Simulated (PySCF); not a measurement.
Electron correlation in C⁺ (carbon, charge +1)

[He] 2s2 2p1, 2P determinant. Computed with PySCF 2.14 in x2c-QZVPPall, with the spin-free X2C one-electron Hamiltonian (Gaussian nucleus). Frozen: nothing; 5 electrons correlated.

| level | correlation energy (mhartree) |
| --- | --- |
| CCSD | -97.19 |
| (T) | -1.56 |
| CCSD(T) | -98.75 |

Diagnostics: T1 = 0.0077, D1 = 0.0185, largest double amplitude 0.129.

Cost of the coupled-cluster step: about 3 core-seconds, for 5 correlated electrons.

This basis was not built for core-valence correlation, so the inner-shell part is incomplete.
